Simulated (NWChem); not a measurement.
System: BNH3, doublet; SMILES [NH]B

NWChem input:

```
start job
memory heap 200 mb stack 900 mb global 1100 mb
geometry units angstroms noautoz
  B      0.042146     0.707195     0.000000
  N      0.088982    -0.623763     0.000000
  H     -1.029244     1.291226     0.000000
  H      1.076523     1.357574     0.000000
  H      0.194109    -1.621845     0.000000
end
basis spherical
  * library sto-3g
end
dft
  odft
  mult 2
  xc b3lyp
  iterations 150
  mulliken
end
task dft gradient
```

Parts of the log:

```
             Northwest Computational Chemistry Package (NWChem) 7.3.0
             --------------------------------------------------------

 CS  symmetry detected

                             Geometry "geometry" -> ""
                             -------------------------

 Output coordinates in angstroms (scale by  1.889725989 to convert to a.u.)

  No.       Tag          Charge          X              Y              Z
 ---- ---------------- ---------- -------------- -------------- --------------
    1 B                    5.0000     0.00023495     0.69471650     0.00000000
    2 N                    7.0000    -0.00997727    -0.63702616     0.00000000
    3 H                    1.0000    -1.04515772     1.32409946     0.00000000
    4 H                    1.0000     1.06151866     1.30019608     0.00000000
    5 H                    1.0000     0.05230518    -1.63869490     0.00000000

 Effective nuclear repulsion energy (a.u.)      26.9980824856

      Symmetry information
      --------------------

 Group name             Cs
 Group number              2
 Group order               2
 No. of unique centers     5

                                 NWChem DFT Module
                                 -----------------

 Summary of "ao basis" -> "ao basis" (spherical)
 ------------------------------------------------------------------------------
       Tag                 Description            Shells   Functions and Types
 ---------------- ------------------------------  ------  ---------------------
 B                           sto-3g                  3        5   2s1p
 N                           sto-3g                  3        5   2s1p
 H                           sto-3g                  1        1   1s

      Symmetry analysis of basis
      --------------------------

        a'         11
        a"          2

            General Information
            -------------------
          SCF calculation type: DFT
          Wavefunction type:  spin polarized.
          No. of atoms     :     5
          No. of electrons :    15
           Alpha electrons :     8
            Beta electrons :     7
          Charge           :     0
          Spin multiplicity:     2
          Use of symmetry is: on ; symmetry adaption is: on
          Maximum number of iterations: 150
          AO basis - number of functions:    13
                     number of shells:     9
          Convergence on energy requested:  1.00D-06
          Convergence on density requested:  1.00D-05
          Convergence on gradient requested:  5.00D-04

              XC Information
              --------------
                         B3LYP Method XC Potential
                     Hartree-Fock (Exact) Exchange  0.200
                        Slater Exchange Functional  0.800 local
                    Becke 1988 Exchange Functional  0.720 non-local
              Lee-Yang-Parr Correlation Functional  0.810
                  VWN I RPA Correlation Functional  0.190 local

             Grid Information
             ----------------
          Grid used for XC integration:  medium
          Radial quadrature: Mura-Knowles
          Angular quadrature: Lebedev.
          Tag              B.-S. Rad. Rad. Pts. Rad. Cut. Ang. Pts.
          ---              ---------- --------- --------- ---------
          B                   0.85       49           7.0       434
          N                   0.65       49           7.0       434
          H                   0.35       45           8.0       434
          Grid pruning is: on
          Number of quadrature shells:   233
          Spatial weights used:  Erf1

      Superposition of Atomic Density Guess
      -------------------------------------

 Sum of atomic energies:         -79.17373404

      Non-variational initial energy
      ------------------------------

 Total energy =     -79.340459
 1-e energy   =    -161.365741
 2-e energy   =      55.027199
 HOMO         =      -0.085116
 LUMO         =       0.295043

   Symmetry analysis of molecular orbitals - initial alpha
   -------------------------------------------------------

  Numbering of irreducible representations:

     1 a'          2 a"

  Orbital symmetries:

     1 a'          2 a'          3 a'          4 a'          5 a'
     6 a'          7 a"          8 a'          9 a"         10 a'
    11 a'         12 a'         13 a'

   Symmetry analysis of molecular orbitals - initial beta
   ------------------------------------------------------

  Numbering of irreducible representations:

     1 a'          2 a"

  Orbital symmetries:

     1 a'          2 a'          3 a'          4 a'          5 a'
     6 a'          7 a"          8 a'          9 a"         10 a'
    11 a'         12 a'         13 a'

     ---------------------------------------------
      Total Density - Mulliken Population Analysis
     ---------------------------------------------

    Atom       Charge   Shell Charges
 -----------   ------   -------------------------------------------------------
    1 B    5     4.64   1.99  1.03  1.61
    2 N    7     7.59   2.00  1.59  4.00
    3 H    1     1.04   1.04
    4 H    1     1.04   1.04
    5 H    1     0.69   0.69

     --------------------------------------------
      Spin Density - Mulliken Population Analysis
     --------------------------------------------

    Atom       Charge   Shell Charges
 -----------   ------   -------------------------------------------------------
    1 B    5     0.01   0.00  0.00  0.01
    2 N    7     0.73   0.00  0.00  0.73
    3 H    1     0.12   0.12
    4 H    1     0.13   0.13
    5 H    1     0.00   0.00

   convergence    iter        energy       DeltaE   RMS-Dens  Diis-err
 ---------------- ----- ----------------- --------- --------- ---------
 d= 0,ls=0.0,diis     1    -80.2690335982 -1.07D+02  2.83D-02  3.53D-02
                                                     3.75D-02  5.92D-02
 d= 0,ls=0.0,diis     2    -80.2460129328  2.30D-02  2.13D-02  1.02D-01
                                                     2.09D-02  8.65D-02
 d= 0,ls=0.0,diis     3    -80.3051075902 -5.91D-02  1.04D-03  3.21D-04
                                                     3.69D-03  1.34D-03
 d= 0,ls=0.0,diis     4    -80.3059130008 -8.05D-04  1.10D-03  5.41D-05
                                                     4.89D-04  4.72D-06
 d= 0,ls=0.0,diis     5    -80.3059648955 -5.19D-05  3.83D-04  2.00D-06
                                                     3.54D-04  2.40D-06
  Resetting Diis
 d= 0,ls=0.0,diis     6    -80.3059718323 -6.94D-06  1.08D-04  2.56D-07
                                                     1.21D-04  2.95D-07
 d= 0,ls=0.0,diis     7    -80.3059725373 -7.05D-07  2.55D-05  1.76D-08
                                                     2.89D-05  2.08D-08
 d= 0,ls=0.0,diis     8    -80.3059725859 -4.86D-08  7.86D-06  8.62D-09
                                                     1.58D-05  2.17D-08
 d= 0,ls=0.0,diis     9    -80.3059726004 -1.45D-08  1.46D-05  6.59D-09
                                                     1.11D-05  1.54D-09
 d= 0,ls=0.0,diis    10    -80.3059726096 -9.18D-09  3.23D-06  1.72D-10
                                                     5.15D-06  5.66D-10

         Total DFT energy =      -80.305972609556
      One electron energy =     -161.544618070008
           Coulomb energy =       66.356909571779
    Exchange-Corr. energy =      -12.116346596888
 Nuclear repulsion energy =       26.998082485561

 Numeric. integr. density =       15.000000462711

                  Occupations of the irreducible representations
                  ----------------------------------------------

                     irrep           alpha         beta
                     --------     --------     --------
                     a'                7.0          6.0
                     a"                1.0          1.0

                    DFT Final Alpha Molecular Orbital Analysis
                    ------------------------------------------

 Vector    6  Occ=1.000000D+00  E=-3.475191D-01  Symmetry=a'
              MO Center= -8.1D-02,  3.5D-01, -1.2D-17, r^2= 1.7D+00
   Bfn.  Coefficient  Atom+Function         Bfn.  Coefficient  Atom+Function
  ----- ------------  ---------------      ----- ------------  ---------------
     8      0.561436  2 N  px                 3      0.415650  1 B  px
    11     -0.329944  3 H  s                 12      0.269634  4 H  s
     9      0.042420  2 N  py                 4     -0.039048  1 B  py

 Vector    7  Occ=1.000000D+00  E=-2.461279D-01  Symmetry=a"
              MO Center= -8.0D-03, -3.8D-01, -3.1D-17, r^2= 8.8D-01
   Bfn.  Coefficient  Atom+Function         Bfn.  Coefficient  Atom+Function
  ----- ------------  ---------------      ----- ------------  ---------------
    10      0.850379  2 N  pz                 5      0.362655  1 B  pz

 Vector    8  Occ=1.000000D+00  E=-1.996127D-01  Symmetry=a'
              MO Center= -2.1D-03,  1.6D-01,  8.8D-19, r^2= 1.9D+00
   Bfn.  Coefficient  Atom+Function         Bfn.  Coefficient  Atom+Function
  ----- ------------  ---------------      ----- ------------  ---------------
     8      0.801541  2 N  px                12     -0.410169  4 H  s
    11      0.399508  3 H  s                  3     -0.219346  1 B  px
     9      0.029384  2 N  py                 7     -0.028976  2 N  s

 Vector    9  Occ=0.000000D+00  E= 1.457901D-01  Symmetry=a"
              MO Center= -1.6D-03,  4.5D-01,  6.1D-17, r^2= 1.2D+00
   Bfn.  Coefficient  Atom+Function         Bfn.  Coefficient  Atom+Function
  ----- ------------  ---------------      ----- ------------  ---------------
     5      0.962948  1 B  pz                10     -0.579347  2 N  pz

 Vector   10  Occ=0.000000D+00  E= 3.005267D-01  Symmetry=a'
              MO Center=  2.1D-02, -1.1D+00, -4.1D-18, r^2= 1.4D+00
   Bfn.  Coefficient  Atom+Function         Bfn.  Coefficient  Atom+Function
  ----- ------------  ---------------      ----- ------------  ---------------
     7      1.134876  2 N  s                 13     -1.118147  5 H  s
     2     -0.512456  1 B  s                  4      0.424025  1 B  py
     9     -0.409325  2 N  py                 6     -0.162990  2 N  s
    11      0.162004  3 H  s                  1      0.115957  1 B  s
    12      0.100312  4 H  s                  8      0.048683  2 N  px

 Vector   11  Occ=0.000000D+00  E= 4.640823D-01  Symmetry=a'
              MO Center=  3.5D-02,  1.2D+00, -5.6D-17, r^2= 1.4D+00
   Bfn.  Coefficient  Atom+Function         Bfn.  Coefficient  Atom+Function
  ----- ------------  ---------------      ----- ------------  ---------------
     2      1.181655  1 B  s                 12     -0.876019  4 H  s
    11     -0.840157  3 H  s                  4      0.651871  1 B  py
     1     -0.219636  1 B  s                  9     -0.162645  2 N  py
    13     -0.160946  5 H  s                  7      0.062182  2 N  s
     3      0.034996  1 B  px

                     DFT Final Beta Molecular Orbital Analysis
                     -----------------------------------------

 Vector    5  Occ=1.000000D+00  E=-3.517969D-01  Symmetry=a'
              MO Center=  1.5D-02,  1.0D+00, -2.8D-16, r^2= 1.5D+00
   Bfn.  Coefficient  Atom+Function         Bfn.  Coefficient  Atom+Function
  ----- ------------  ---------------      ----- ------------  ---------------
     4      0.378337  1 B  py                 2      0.362220  1 B  s
    12      0.351067  4 H  s                 11      0.346121  3 H  s
     9     -0.266512  2 N  py                 7     -0.214976  2 N  s
    13      0.169778  5 H  s                  1     -0.123641  1 B  s
     6      0.053958  2 N  s

 Vector    6  Occ=1.000000D+00  E=-3.011408D-01  Symmetry=a'
              MO Center= -9.4D-03,  8.1D-01, -6.7D-18, r^2= 1.6D+00
   Bfn.  Coefficient  Atom+Function         Bfn.  Coefficient  Atom+Function
  ----- ------------  ---------------      ----- ------------  ---------------
     3      0.511047  1 B  px                11     -0.385845  3 H  s
    12      0.378246  4 H  s                  8      0.269510  2 N  px

 Vector    7  Occ=1.000000D+00  E=-2.220719D-01  Symmetry=a"
              MO Center= -7.4D-03, -3.1D-01,  1.1D-16, r^2= 9.6D-01
   Bfn.  Coefficient  Atom+Function         Bfn.  Coefficient  Atom+Function
  ----- ------------  ---------------      ----- ------------  ---------------
    10      0.809591  2 N  pz                 5      0.426448  1 B  pz

 Vector    8  Occ=0.000000D+00  E=-1.413624D-02  Symmetry=a'
              MO Center= -1.6D-02, -2.8D-01,  1.3D-17, r^2= 1.4D+00
   Bfn.  Coefficient  Atom+Function         Bfn.  Coefficient  Atom+Function
  ----- ------------  ---------------      ----- ------------  ---------------
     8      0.919620  2 N  px                12     -0.335840  4 H  s
    11      0.326527  3 H  s                  7     -0.040565  2 N  s
     9      0.034639  2 N  py

 Vector    9  Occ=0.000000D+00  E= 1.463697D-01  Symmetry=a"
              MO Center= -2.2D-03,  3.8D-01,  8.0D-17, r^2= 1.2D+00
   Bfn.  Coefficient  Atom+Function         Bfn.  Coefficient  Atom+Function
  ----- ------------  ---------------      ----- ------------  ---------------
     5      0.936445  1 B  pz                10     -0.635099  2 N  pz

 Vector   10  Occ=0.000000D+00  E= 3.210805D-01  Symmetry=a'
              MO Center=  2.0D-02, -1.1D+00, -4.8D-18, r^2= 1.3D+00
   Bfn.  Coefficient  Atom+Function         Bfn.  Coefficient  Atom+Function
  ----- ------------  ---------------      ----- ------------  ---------------
     7      1.163154  2 N  s                 13     -1.108763  5 H  s
     2     -0.502825  1 B  s                  4      0.421823  1 B  py
     9     -0.417370  2 N  py                 6     -0.170982  2 N  s
    11      0.159791  3 H  s                  1      0.112776  1 B  s
    12      0.094930  4 H  s                  8      0.048819  2 N  px

     ---------------------------------------------
      Total Density - Mulliken Population Analysis
     ---------------------------------------------

    Atom       Charge   Shell Charges
 -----------   ------   -------------------------------------------------------
    1 B    5     4.85   1.99  0.89  1.98
    2 N    7     7.31   1.99  1.53  3.78
    3 H    1     1.04   1.04
    4 H    1     1.04   1.04
    5 H    1     0.76   0.76

     --------------------------------------------
      Spin Density - Mulliken Population Analysis
     --------------------------------------------

    Atom       Charge   Shell Charges
 -----------   ------   -------------------------------------------------------
    1 B    5    -0.18  -0.00 -0.04 -0.14
    2 N    7     0.99   0.00  0.05  0.94
    3 H    1     0.11   0.11
    4 H    1     0.12   0.12
    5 H    1    -0.04  -0.04

     -------------------------------------------
      Total Density - Lowdin Population Analysis
     -------------------------------------------

    Atom       Charge   Shell Charges
 -----------   ------   -------------------------------------------------------
    1 B    5     5.04   1.98  0.89  2.17
    2 N    7     7.06   1.99  1.33  3.75
    3 H    1     1.03   1.03
    4 H    1     1.03   1.03
    5 H    1     0.83   0.83

     ------------------------------------------
      Spin Density - Lowdin Population Analysis
     ------------------------------------------

[...]

                         DFT ENERGY GRADIENTS

    atom               coordinates                        gradient
                 x          y          z           x          y          z
   1 B       0.000444   1.312824   0.000000   -0.001306  -0.021011   0.000000
   2 N      -0.018854  -1.203805   0.000000    0.004058  -0.039125   0.000000
   3 H      -1.975062   2.502185   0.000000   -0.017892   0.010966   0.000000
   4 H       2.005979   2.457014   0.000000    0.018321   0.010257   0.000000
   5 H       0.098842  -3.096684   0.000000   -0.003180   0.038913   0.000000
```

Level: B3LYP/STO-3G, spin-unrestricted. In the optimisation the excess spin sits in a' (Cs, its own frame). All runs use the structure optimised with PBE0/def2-SVP, spin-unrestricted. No stability test was run on the SCF state.
